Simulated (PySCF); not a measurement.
Isomers of C5H14OSSi2.

All values: PBE0/pcSseg-1 (PySCF) at GFN2-xTB geometries, gas phase, one conformer each.

**Question.** Rank by the highest Hirshfeld charge on any atom, highest value first.
A. `[CH3:1][SiH2:2][O:3][C@@H:4]1[C@@H:5]([CH3:6])[Si@H:7]1[S:8][CH3:9]` with C1–Si2–O3–C4 -57°, Si2–O3–C4–C5 159°, C5–Si7–S8–C9 -86°
B. `[CH3:1][CH:2]([CH3:3])[O:4]/[CH:5]=[CH:6]\[SiH2:7][S:8][SiH3:9]` with C1–C2–O4–C5 156°, C2–O4–C5–C6 -176°, C5–C6–Si7–S8 -85°, C6–Si7–S8–Si9 52°
C. `[CH3:1][O:2][C@@H:3]1[C@@H:4]([SiH2:5][CH3:6])[Si@H:7]1[S:8][CH3:9]` with C1–O2–C3–C4 160°, C3–C4–Si5–C6 -129°, C4–Si7–S8–C9 -85°
D. `[CH3:1][S:2][SiH2:3][SiH2:4][C:5]([CH3:6])([CH3:7])[CH:8]=[O:9]` with C1–S2–Si3–Si4 -172°, S2–Si3–Si4–C5 -55°, Si3–Si4–C5–C6 -163°, Si4–C5–C8–O9 37°
E. `[CH3:1][O:2][C@@H:3]1[SiH2:4][C@H:5]([CH3:6])[Si@H:7]1[S:8][CH3:9]` with C1–O2–C3–Si4 -76°, C5–Si7–S8–C9 167°

**Answer.** A (+0.403 e), C (+0.341 e), E (+0.327 e), B (+0.302 e), D (+0.243 e).

**Question.** Rank by LUMO energy, highest first.
A. `[CH3:1][CH:2]([CH3:3])[O:4]/[CH:5]=[CH:6]\[SiH2:7][S:8][SiH3:9]` with C1–C2–O4–C5 156°, C2–O4–C5–C6 -176°, C5–C6–Si7–S8 -85°, C6–Si7–S8–Si9 52°
B. `[CH3:1][O:2][C@@H:3]1[C@@H:4]([SiH2:5][CH3:6])[Si@H:7]1[S:8][CH3:9]` with C1–O2–C3–C4 160°, C3–C4–Si5–C6 -129°, C4–Si7–S8–C9 -85°
C. `[CH3:1][S:2][SiH2:3][CH2:4][C@H:5]([SiH3:6])[C:7]([CH3:8])=[O:9]` with C1–S2–Si3–C4 177°, S2–Si3–C4–C5 152°, Si3–C4–C5–Si6 148°, C4–C5–C7–C8 -179°
D. `[CH3:1][S:2][SiH2:3][SiH2:4][C:5]([CH3:6])([CH3:7])[CH:8]=[O:9]` with C1–S2–Si3–Si4 -172°, S2–Si3–Si4–C5 -55°, Si3–Si4–C5–C6 -163°, Si4–C5–C8–O9 37°
E. `[CH3:1][CH2:2]/[CH:3]=[C:4](\[SiH2:5][SiH3:6])[S@@:7]([CH3:8])=[O:9]` with C1–C2–C3–C4 123°, C3–C4–Si5–Si6 127°, C3–C4–S7–C8 96°

**Answer.** B (-0.13 eV), A (-0.45 eV), E (-0.88 eV), D (-1.10 eV), C (-1.29 eV).

**Question.** Rank by the highest IAO charge on any atom, lowest value first.
A. `[CH3:1][CH:2]([CH3:3])[O:4]/[CH:5]=[CH:6]\[SiH2:7][S:8][SiH3:9]` with C1–C2–O4–C5 156°, C2–O4–C5–C6 -176°, C5–C6–Si7–S8 -85°, C6–Si7–S8–Si9 52°
B. `[CH3:1][CH2:2]/[CH:3]=[C:4](\[SiH2:5][SiH3:6])[S@@:7]([CH3:8])=[O:9]` with C1–C2–C3–C4 123°, C3–C4–Si5–Si6 127°, C3–C4–S7–C8 96°
C. `[CH3:1][O:2][C@@H:3]1[SiH2:4][C@H:5]([CH3:6])[Si@H:7]1[S:8][CH3:9]` with C1–O2–C3–Si4 -76°, C5–Si7–S8–C9 167°
D. `[CH3:1][S:2][SiH2:3][CH2:4][C@H:5]([SiH3:6])[C:7]([CH3:8])=[O:9]` with C1–S2–Si3–C4 177°, S2–Si3–C4–C5 152°, Si3–C4–C5–Si6 148°, C4–C5–C7–C8 -179°
E. `[CH3:1][S:2][SiH2:3][SiH2:4][C:5]([CH3:6])([CH3:7])[CH:8]=[O:9]` with C1–S2–Si3–Si4 -172°, S2–Si3–Si4–C5 -55°, Si3–Si4–C5–C6 -163°, Si4–C5–C8–O9 37°
F. `[CH3:1][SiH2:2][O:3][C@@H:4]1[C@@H:5]([CH3:6])[Si@H:7]1[S:8][CH3:9]` with C1–Si2–O3–C4 -57°, Si2–O3–C4–C5 159°, C5–Si7–S8–C9 -86°

**Answer.** E (+0.447 e), A (+0.698 e), D (+0.723 e), C (+0.818 e), F (+1.018 e), B (+1.097 e).

All values together:

```
                           SMILES  μ (D)  HOMO (eV)  LUMO (eV)  lowest IAO charge (e)  highest IAO charge (e)  lowest Hirshfeld charge (e)  highest Hirshfeld charge (e)
  CC/C=C(\[SiH2][SiH3])[S@@](C)=O   4.63      -6.87      -0.88             -0.897 (O)              +1.097 (S)                   -0.308 (O)                    +0.341 (S)
C[SiH2]O[C@@H]1[C@@H](C)[Si@H]1SC   1.67      -6.41      -0.12             -0.743 (C)             +1.018 (Si)                   -0.218 (C)                   +0.403 (Si)
         CC(C)O/C=C\[SiH2]S[SiH3]   4.75      -6.78      -0.45             -0.530 (C)             +0.698 (Si)                   -0.196 (S)                   +0.302 (Si)
CO[C@@H]1[C@@H]([SiH2]C)[Si@H]1SC   1.13      -6.31      -0.13             -0.715 (C)             +0.785 (Si)                   -0.216 (C)                   +0.341 (Si)
     CS[SiH2]C[C@H]([SiH3])C(C)=O   5.12      -5.88      -1.29             -0.539 (C)             +0.723 (Si)                   -0.167 (S)                   +0.330 (Si)
         CS[SiH2][SiH2]C(C)(C)C=O   2.05      -6.46      -1.10             -0.496 (C)             +0.447 (Si)                   -0.178 (O)                   +0.243 (Si)
 CO[C@@H]1[SiH2][C@H](C)[Si@H]1SC   1.34      -6.55      -0.23             -0.635 (C)             +0.818 (Si)                   -0.192 (C)                   +0.327 (Si)
```

Conformers: `[CH3:1][CH2:2]/[CH:3]=[C:4](\[SiH2:5][SiH3:6])[S@@:7]([CH3:8])=[O:9]` with C1–C2–C3–C4 123°, C3–C4–Si5–Si6 127°, C3–C4–S7–C8 96°; `[CH3:1][SiH2:2][O:3][C@@H:4]1[C@@H:5]([CH3:6])[Si@H:7]1[S:8][CH3:9]` with C1–Si2–O3–C4 -57°, Si2–O3–C4–C5 159°, C5–Si7–S8–C9 -86°; `[CH3:1][CH:2]([CH3:3])[O:4]/[CH:5]=[CH:6]\[SiH2:7][S:8][SiH3:9]` with C1–C2–O4–C5 156°, C2–O4–C5–C6 -176°, C5–C6–Si7–S8 -85°, C6–Si7–S8–Si9 52°; `[CH3:1][O:2][C@@H:3]1[C@@H:4]([SiH2:5][CH3:6])[Si@H:7]1[S:8][CH3:9]` with C1–O2–C3–C4 160°, C3–C4–Si5–C6 -129°, C4–Si7–S8–C9 -85°; `[CH3:1][S:2][SiH2:3][CH2:4][C@H:5]([SiH3:6])[C:7]([CH3:8])=[O:9]` with C1–S2–Si3–C4 177°, S2–Si3–C4–C5 152°, Si3–C4–C5–Si6 148°, C4–C5–C7–C8 -179°; `[CH3:1][S:2][SiH2:3][SiH2:4][C:5]([CH3:6])([CH3:7])[CH:8]=[O:9]` with C1–S2–Si3–Si4 -172°, S2–Si3–Si4–C5 -55°, Si3–Si4–C5–C6 -163°, Si4–C5–C8–O9 37°; `[CH3:1][O:2][C@@H:3]1[SiH2:4][C@H:5]([CH3:6])[Si@H:7]1[S:8][CH3:9]` with C1–O2–C3–Si4 -76°, C5–Si7–S8–C9 167°.
